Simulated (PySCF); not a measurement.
Species: C7H9O (doublet state).
Structure used (GFN2-xTB), in Å, numbered top down from 1:
```
atom  x, y, z in Å
O1     2.746   -0.610   -0.991
C2     1.797   -0.971   -0.349
C3     0.540   -0.208   -0.145
C4    -0.810   -0.945   -0.224
C5    -1.734    0.239    0.179
C6    -0.639    1.266    0.381
C7     0.406    0.551    1.213
C8     0.245    1.133   -0.851
H9     1.814   -1.923    0.224
H10   -1.012   -1.314   -1.229
H11   -0.866   -1.779    0.476
H12   -2.297    0.041    1.089
H13   -2.427    0.519   -0.612
H14    0.077   -0.018    2.079
H15    1.286    1.144    1.443
H16    1.105    1.793   -0.869
H17   -0.238    1.094   -1.823
```

The hyperfine couplings belong to this conformer and change with its torsions.

Identity: `O=CC12CC[C](C1)C2` [radical].

Theory: PySCF 2.14.0, UKS B3LYP, pcH-1 on C H O, non-relativistic, mean-field spin-orbit, GIAO. Geometry: GFN2-xTB, one conformer, isolated molecule. The geometry wasn't refined by DFT: couplings that depend on bond lengths, twists or pyramidal angles can differ widely from those at the functional's own minimum. The SCF solution wasn't tested for stability.

Problem. Where do the isotropic ENDOR lines of H15/H16, H9, H12/H13, H14/H17 and H10/H11 fall at 1212.6 mT, to first order?

Solution. For S = 1/2 in fast tumbling each set of equivalent nuclei gives two lines, ν± = |νn ± a/2| to first order, with νn = g_N μN B/h and μN/h = 7.62259 MHz/T.

```
 nuclei  isotope     g_N  νn (MHz)  a_iso (MHz)  lower line (MHz)  upper line (MHz)
H15/H16       1H  5.5857     51.63        17.44             42.91             60.35
     H9       1H  5.5857     51.63        16.40             43.43             59.83
H12/H13       1H  5.5857     51.63         6.22             48.52             54.74
H14/H17       1H  5.5857     51.63        -2.13             50.56             52.69
H10/H11       1H  5.5857     51.63         0.69             51.29             51.97
```

Problem. Which pairs are centred on the nuclear Larmor frequency, and which on half the coupling?

Solution. Centred on νn, since |a| < 2νn: H15/H16, H9, H12/H13, H14/H17 and H10/H11. No pair has |a| > 2νn.

Problem. At what field would the lower line of H15/H16 fall to zero frequency?

Solution. Where νn = |a|/2, that is B = 8.72 MHz/(5.5857 × 7.62259 MHz/T) = 205 mT, as far as first order holds there.

Nuclei that the bonding pattern makes equivalent are averaged, as if the motion that swaps them (rotation, inversion, ring flip) were fast.

Time: 83 s (grids of density and orbitals included); peak memory 0.97 GiB. Hardware: an Arm Neoverse V2 with one thread, on a shared host.
